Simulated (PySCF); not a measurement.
SiFBr, SMILES [Si](Br)F (connectivity only; charge and spin as stated), neutral, multiplicity 1.

Geometry optimised at ωB97X-D3(BJ)/def2-TZVP.

Method: TDDFT-M06-2X/def2-SVPD in PySCF.

Vertical excitations.  State labels are in the subgroup Cs.

Computed UV-visible absorptions:
| state | symmetry | energy (eV) | λ (nm) | f | main pairs |
|---|---|---|---|---|---|
| S1 | A" | 4.07 | 305 | 0.038 | HOMO→LUMO 100 % |
| S2 | A" | 5.09 | 244 | 0.001 | HOMO−1→LUMO 99 % |
| S3 | A' | 5.75 | 216 | 0.013 | HOMO−2→LUMO 90 % |
| S4 | A' | 6.85 | 181 | 0.200 | HOMO→LUMO+1 51 %, HOMO→LUMO+2 33 % |
| S5 | A' | 7.14 | 174 | 0.499 | HOMO→LUMO+1 33 %, HOMO→LUMO+2 31 %, HOMO→LUMO+3 23 % |
| S6 | A' | 7.58 | 164 | 0.026 | HOMO−1→LUMO+1 76 % |
| S7 | A' | 7.71 | 161 | 0.017 | HOMO→LUMO+3 54 %, HOMO→LUMO+2 18 %, HOMO−1→LUMO+1 15 % |
| S8 | A" | 7.71 | 161 | 0.003 | HOMO−2→LUMO+1 84 % |
| S9 | A" | 8.21 | 151 | 0.001 | HOMO−2→LUMO+2 62 %, HOMO−3→LUMO 10 %, HOMO−2→LUMO+3 10 %, HOMO−2→LUMO+1 9 % |
| S10 | A" | 8.37 | 148 | 0.069 | HOMO−3→LUMO 77 % |
| T1 | A" | 2.67 | 465 | 0 | HOMO→LUMO 96 % |
| T2 | A" | 4.96 | 250 | 0 | HOMO−1→LUMO 97 % |
| T3 | A' | 4.97 | 249 | 0 | HOMO−2→LUMO 98 % |
| T4 | A' | 5.45 | 227 | 0 | HOMO→LUMO+1 87 % |
Triplets are in the Tamm–Dancoff approximation, which puts them higher than full response would, so one can lie above its singlet here.
